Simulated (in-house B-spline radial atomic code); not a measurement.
A fraction x of an electron is removed from 5s in Nb, starting from [Kr] 4d4 5s1 and keeping the highest spin. Level of theory: scalar-relativistic (X2C) RPBE, spin-polarised, spherical fractional occupations, Fermi nucleus of rms radius 4.324 fm; calculated with a radial B-spline atomic code at the basis-set limit.

```json
{"x": "0", "E(x) - E(0) (eV)": "0.0000", "5s up level (eV)": "-4.417"}
{"x": "0.12", "E(x) - E(0) (eV)": "0.5669", "5s up level (eV)": "-5.034"}
{"x": "0.13", "E(x) - E(0) (eV)": "0.6175", "5s up level (eV)": "-5.086"}
{"x": "0.33", "E(x) - E(0) (eV)": "1.7392", "5s up level (eV)": "-6.135"}
{"x": "0.41", "E(x) - E(0) (eV)": "2.2471", "5s up level (eV)": "-6.561"}
{"x": "0.5", "E(x) - E(0) (eV)": "2.8593", "5s up level (eV)": "-7.045"}
{"x": "0.57", "E(x) - E(0) (eV)": "3.3657", "5s up level (eV)": "-7.425"}
{"x": "0.64", "E(x) - E(0) (eV)": "3.8988", "5s up level (eV)": "-7.807"}
{"x": "0.84", "E(x) - E(0) (eV)": "5.5707", "5s up level (eV)": "-8.916"}
{"x": "0.98", "E(x) - E(0) (eV)": "6.8744", "5s up level (eV)": "-9.711"}
{"x": "1", "E(x) - E(0) (eV)": "7.0698", "5s up level (eV)": "-"}
```

The exact functional would give a straight line between the two integer points. Deviations E(x) - E(0) - x[E(1) - E(0)], in eV: -0.281 at x = 0.12, -0.302 at x = 0.13, -0.594 at x = 0.33, -0.652 at x = 0.41, -0.676 at x = 0.5, -0.664 at x = 0.57, -0.626 at x = 0.64, -0.368 at x = 0.84, -0.054 at x = 0.98.

The curve lies below the straight line by up to 0.676 eV (at x = 0.5): convex, the delocalisation error that favours fractional charges.

Question: How well does Slater's transition state (minus the level at half occupation) give the ionisation energy?

Answer: It gives 7.045 eV against 7.070 eV from the two total energies; NIST lists 6.76 eV, ground level to ground level.
